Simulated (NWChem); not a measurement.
System: CH5FO2Si; SMILES CO[SiH](O)F

The following NWChem deck was run.

```
start job
memory heap 200 mb stack 900 mb global 1100 mb
geometry units angstroms noautosym nocenter noautoz
  Si     0.035899    -0.492490     0.372286
  O      0.931713    -1.717800    -0.249416
  F     -1.492632    -0.549250    -0.137175
  O      0.676766     0.927189    -0.150526
  C      0.016415     2.186701    -0.065300
  H      0.022808    -0.655074     1.835141
  H      1.253840    -1.592554    -1.153610
  H     -0.084210     2.510086     0.978952
  H      0.624491     2.921644    -0.599580
  H     -0.978778     2.146673    -0.523303
end
basis spherical
  Si library 6-311g**
  O library 6-311g**
  F library 6-311g**
  C library 6-311g**
  H library 6-311g**
end
dft
  xc b3lyp
  iterations 150
end
property
  shielding
end
task dft property
```

Parts of the log:

```
             Northwest Computational Chemistry Package (NWChem) 7.3.0
             --------------------------------------------------------

                             Geometry "geometry" -> ""
                             -------------------------

 Output coordinates in angstroms (scale by  1.889725989 to convert to a.u.)

  No.       Tag          Charge          X              Y              Z
 ---- ---------------- ---------- -------------- -------------- --------------
    1 Si                  14.0000     0.03589900    -0.49249000     0.37228600
    2 O                    8.0000     0.93171300    -1.71780000    -0.24941600
    3 F                    9.0000    -1.49263200    -0.54925000    -0.13717500
    4 O                    8.0000     0.67676600     0.92718900    -0.15052600
    5 C                    6.0000     0.01641500     2.18670100    -0.06530000
    6 H                    1.0000     0.02280800    -0.65507400     1.83514100
    7 H                    1.0000     1.25384000    -1.59255400    -1.15361000
    8 H                    1.0000    -0.08421000     2.51008600     0.97895200
    9 H                    1.0000     0.62449100     2.92164400    -0.59958000
   10 H                    1.0000    -0.97877800     2.14667300    -0.52330300

 Effective nuclear repulsion energy (a.u.)     257.9752656600

                              NWChem Property Module
                              ----------------------

  itol2e modified to match energy
  convergence criterion.

                                 NWChem DFT Module
                                 -----------------

 Summary of "ao basis" -> "ao basis" (spherical)
 ------------------------------------------------------------------------------
       Tag                 Description            Shells   Functions and Types
 ---------------- ------------------------------  ------  ---------------------
 Si                         6-311g**                12       26   6s5p1d
 O                          6-311g**                 8       18   4s3p1d
 F                          6-311g**                 8       18   4s3p1d
 C                          6-311g**                 8       18   4s3p1d
 H                          6-311g**                 4        6   3s1p

  itol2e modified to match energy
  convergence criterion.

[...]

          -----------------------------------------
          Chemical Shielding Tensors (GIAO, in ppm)
          -----------------------------------------

                                NWChem CPHF Module
                                ------------------

  scftype          =     RHF
  nclosed          =       25
  nopen            =        0
  variables        =     2575
  # of vectors     =        3
  tolerance        = 0.10D-03
  level shift      = 0.00D+00
  max iterations   =       50
  max subspace     =       30

 SCF residual:    5.3887615255413888E-006

Iterative solution of linear equations
  No. of variables     2575
  No. of equations        3
  Maximum subspace       30
        Iterations       50
       Convergence  1.0D-04

   iter   nsub   residual    time
   ----  ------  --------  ---------
     1      3    2.19D-01     124.2
     2      6    9.78D-03     135.7
     3      9    4.42D-04     147.6
     4     12    3.38D-05     158.5

      Atom:    1  Si
        Diamagnetic
    881.9793     -0.5921     -0.0757
     -0.5921    883.2313     -0.2504
     -0.0757     -0.2504    875.1297

        Paramagnetic
   -503.6385     -2.6303     -8.7643
     -2.6303   -470.3736      8.3644
     -8.7643      8.3644   -484.4744

        Total Shielding Tensor
    378.3408     -3.2224     -8.8400
     -3.2224    412.8577      8.1140
     -8.8400      8.1140    390.6553

           isotropic =     393.9512
          anisotropy =      33.7319

          Principal Components and Axis System
                 1           2           3
              416.4392    391.7122    373.7024

      1        -0.1584     -0.4450      0.8814
      2         0.9250     -0.3791     -0.0252
      3         0.3454      0.8113      0.4717

      Atom:    2  O
        Diamagnetic
    384.9152    -11.1607    -12.5613
    -11.1607    390.6821      6.3329
    -12.5613      6.3329    394.3579

        Paramagnetic
   -103.7547     -7.1452     -8.6457
     -7.1452   -103.2183     29.4579
     -8.6457     29.4579   -126.6472

        Total Shielding Tensor
    281.1605    -18.3059    -21.2070
    -18.3059    287.4637     35.7908
    -21.2070     35.7908    267.7107

           isotropic =     278.7783
          anisotropy =      77.0819

          Principal Components and Axis System
                 1           2           3
              330.1662    266.7625    239.4063

      1        -0.4908      0.8528      0.1787
      2         0.6736      0.5014     -0.5430
      3         0.5527      0.1461      0.8205

      Atom:    3  F
        Diamagnetic
    489.1111      1.5008      8.4353
      1.5008    465.8291      0.1298
      8.4353      0.1298    463.9706

        Paramagnetic
   -120.3160      2.7775     42.3130
      2.7775   -194.4555      8.3908
     42.3130      8.3908   -146.7954

        Total Shielding Tensor
    368.7951      4.2783     50.7483
      4.2783    271.3736      8.5207
     50.7483      8.5207    317.1753

           isotropic =     319.1147
          anisotropy =     121.9717

          Principal Components and Axis System
                 1           2           3
              400.4292    287.5575    269.3573

      1         0.8493     -0.5183      0.0999
      2         0.0628      0.2871      0.9558
      3         0.5241      0.8055     -0.2764

      Atom:    4  O
        Diamagnetic
    384.9100     -2.2180     -3.8605
     -2.2180    420.6860     -6.9206
     -3.8605     -6.9206    376.8916

        Paramagnetic
    -84.8296     55.2996      0.5734
     55.2996   -147.6860    -20.7073
      0.5734    -20.7073    -69.4848

[...]
```

Level: B3LYP/6-311G** (spherical d), GIAO. All runs use the structure optimised with B3LYP/6-31G* (spherical d). The printed shielding anisotropy is the first printed principal value minus the mean of the other two.
